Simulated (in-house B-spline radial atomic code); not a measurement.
Settings and results of a run for Zr VI (Zr5+) (an excited or competing configuration). Computed with an all-electron radial atomic-structure program (B-spline basis): scalar-relativistic (X2C) LC-wPBE, spin-polarised, spherical fractional occupations, exact exchange averaged over the configuration, Fermi nucleus of rms radius 4.2694 fm.

Command:
```bash
python run_scf.py task.json out
```
Settings (nuclear radius in fm, mass in u):
```
Z                40
configuration    [Ar] 3d9 4s2 4p5 5p1
hamiltonian      x2c
method           lc_wpbe
spin_polarised   True
nucleus          fermi
rms_radius       4.2694
atomic_mass      89.9047
speed_of_light   137.035999084
exact_exchange   averaged over the configuration
```

Output (hartree, bohr):
```
 radial grid: 69 intervals, B-splines of order 8, outer radius 25.4386 bohr

 iter        energy (Eh)    residual
    1       -3578.696315    4.62e-01
    2       -3582.945942    3.18e-01
    3       -3584.252870    6.18e-02
    4       -3584.323934    2.02e-02
    5       -3584.327945    8.26e-03
    6       -3584.328945    4.75e-04
    7       -3584.328950    6.99e-05
    8       -3584.328950    5.55e-06
    9       -3584.328950    3.76e-07

 total energy                     -3584.32895
 kinetic                            3704.8050
 electron-nucleus                  -8542.0014
 Hartree                            1363.6519
 exact exchange                       -7.0856
 exchange-correlation               -103.6987

 orbital      occ     eigenvalue          <r>       <r^2>       <1/r>       r_max
 1s up      1.000      -657.9474     0.036591  0.00181678     42.5011     0.02358
 1s down    1.000      -657.9396    0.0365906  0.00181674     42.5014     0.02358
 2s up      1.000       -94.5289     0.162188   0.0310715     9.47375      0.1369
 2s down    1.000       -94.4709     0.162132   0.0310497     9.47736      0.1369
 2p up      3.000       -84.7138     0.141522   0.0244949     9.03594      0.1093
 2p down    3.000       -84.6667     0.141465   0.0244738     9.03878      0.1093
 3s up      1.000       -18.4326     0.453838    0.236075     3.21902      0.4062
 3s down    1.000       -18.3519     0.454198    0.236423     3.21471      0.4065
 3p up      3.000       -15.2278     0.455992    0.242048     3.02879      0.3997
 3p down    3.000       -15.1446     0.456528      0.2426     3.02397         0.4
 3d up      5.000       -10.0001     0.441186     0.23402     2.79354      0.3432
 3d down    4.000        -9.9093     0.441964    0.234867     2.78944      0.3438
 4s up      1.000        -4.8198       1.1304     1.43899     1.21255       1.035
 4s down    1.000        -4.7383      1.13147     1.44206     1.21192       1.035
 4p up      3.000        -3.8818      1.22076     1.68823     1.10113       1.105
 4p down    2.000        -3.8165      1.22472     1.69976     1.09791       1.107
 5p up      1.000        -1.6285      2.68832     8.05251    0.492467       2.579
```

Time taken, with all properties: 0.95 s on 1 thread of Intel(R) Xeon(R) 6975P-C, with other jobs on the host.

One-electron X2C: radii and densities carry no picture-change correction, so inner-shell <1/r> comes out high (for 1s by about 2 % at Z = 33, 5 % at 54, 10 % at 75, 30 % at 118) and <r> low.
